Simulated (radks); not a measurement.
Results of a calculation; reference values are marked as such.
Question: Pm I, configuration [Xe] 4f5 6s2. Code: a radial shooting solver on a logarithmic mesh with Libxc functionals. Model: scalar-relativistic Kohn-Sham, PBE, spin-polarised, spherical densities, point nucleus; open shells are filled with parallel spins first (spin-orbit coupling, left out, can overturn this in heavy ions); hard spherical wall at 15 bohr. Some entries of the table are withheld. Estimate them.

| orbital | occ. | eigenvalue (eV) | r(max) (bohr) | <r> (bohr) |
|---|---|---|---|---|
| 1s up | 1 | -45023.75 | 0.01479 | 0.02318 |
| 1s down | 1 | -45023.75 | 0.01479 | 0.02318 |
| 2s up | 1 | -7319.552 | 0.08379 | 0.09895 |
| 2s down | 1 | -7319.537 | 0.08379 | 0.09895 |
| 2p up | 3 | -6536.110 | 0.06762 | 0.08711 |
| 2p down | 3 | -6536.100 | 0.06762 | 0.08710 |
| 3s up | 1 | -1596.113 | 0.2386 | 0.2606 |
| 3s down | 1 | -1594.689 | 0.2385 | 0.2604 |
| 3p up | 3 | -1350.149 | 0.2338 | 0.2589 |
| 3p down | 3 | -1348.732 | 0.2337 | 0.2587 |
| 3d up | 5 | -1013.043 | 0.1918 | 0.2363 |
| 3d down | 5 | -1011.951 | 0.1918 | 0.2361 |
| 4s up | 1 | -318.3905 | 0.5521 | 0.5931 |
| 4s down | 1 | -314.6552 | 0.5519 | 0.5928 |
| 4p up | 3 | -237.7226 | 0.5763 | 0.6281 |
| 4p down | 3 | -233.9709 | 0.5759 | 0.6278 |
| 4d up | 5 | -123.8279 | 0.6029 | 0.6886 |
| 4d down | 5 | -120.0610 | 0.6023 | 0.6888 |
| 5s up | 1 | -42.6555 | 1.286 | 1.434 |
| 5s down | 1 | -40.3599 | 1.298 | 1.454 |
| 5p up | 3 | -23.2679 | 1.459 | 1.683 |
| 5p down | 3 | -21.5377 | 1.479 | 1.717 |
| 6s up | 1 | -3.6200 | 3.696 | 4.331 |
| 6s down | 1 | -3.4048 | 3.815 | 4.459 |
| 4f up | 5 | -3.1527 | 0.6371 | 1.042 |
| 5d up | 0 | (1) | 2.161 | 3.212 |
| 5d down | 0 | (2) | 2.292 | 3.555 |
| 6p up | 0 | -1.2351 | 4.941 | 5.869 |
| 6p down | 0 | -1.1549 | 5.077 | 6.026 |
| 4f down | 0 | 0.0434 | 0.6393 | 1.217 |
| 7s up | 0 | 0.3787 | 9.239 | 8.803 |
| 7s down | 0 | 0.4112 | 9.388 | 8.869 |

Answer: 
(1) 5d up eigenvalue (eV): -1.9955
(2) 5d down eigenvalue (eV): -1.4762
